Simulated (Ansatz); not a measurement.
Computed with Ansatz on PBE0-D4/def2-TZVP structures; ΔE is electronic, products minus reactants. CBS: MP2 limit from def2 TZ/QZ plus the TZ coupled-cluster correction, frozen cores. This one scheme is used for every species. Functionals use def2-TZVPP. HSE06 is defined as in plane-wave codes. For Br outer-core shells are correlated without core-valence functions, which leaves a few kJ/mol of doubt a bond. Scalar relativity is left out up to krypton. One conformer a species, not always the lowest.

Consider the ligand exchange at a B–S bond: `CCB(S)S` + HBr → `CCB(S)Br` + H₂S.

```tsv
level	ΔE (kJ/mol)	difference from CCSD(T)/CBS
PBE-D4	-3.9	6.8
BLYP-D4	-4.8	5.9
B97M-V	-4.7	6.0
PBE0-D4	-5.1	5.6
PBE-QIDH	-7.7	3.0
r2SCAN	-5.6	5.1
PBE0	-6.0	4.7
HSE06	-6.1	4.6
MP2/def2-SVP	-3.7	7.0
MP2/def2-TZVPP	-10.3	0.4
SCS-MP2/def2-TZVPP	-10.6	0.1
CCSD(T)/def2-TZVPP	-8.8	1.9
MP2/def2-QZVPP	-11.4	-0.7
HF/CBS(def2)	-13.1	-2.4
MP2/CBS(def2)	-12.2	-1.5
CCSD/CBS(def2)	-11.7	-1.0
CCSD(T)/CBS	-10.7	0
```

Problem. What do rigid-rotor, harmonic-oscillator terms from PBE0-D4/def2-TZVP frequencies (298.15 K, 1 bar) make of the CCSD(T)/CBS value? (Estimate.)

Solution. The calculation gave: ΔZPE = -0.4 kJ/mol, ΔH = -10.5 kJ/mol, ΔS = 17 J/(mol·K), ΔG = -15.6 kJ/mol. Modes under 50 cm⁻¹ make the entropy rough.

Largest T1 diagnostic among the species: 0.012.

At CCSD(T), def2-SVP lies +9.0 kJ/mol from the extrapolated value and def2-TZVPP +1.9 kJ/mol. Leaving LDA and LC-ωPBE aside and taking each functional with its dispersion term where it has one, the values, not all of them listed here, spread over 6.6 kJ/mol, from B2PLYP to revPBE-D4. LDA lies +3.8 kJ/mol from PBE without D4.
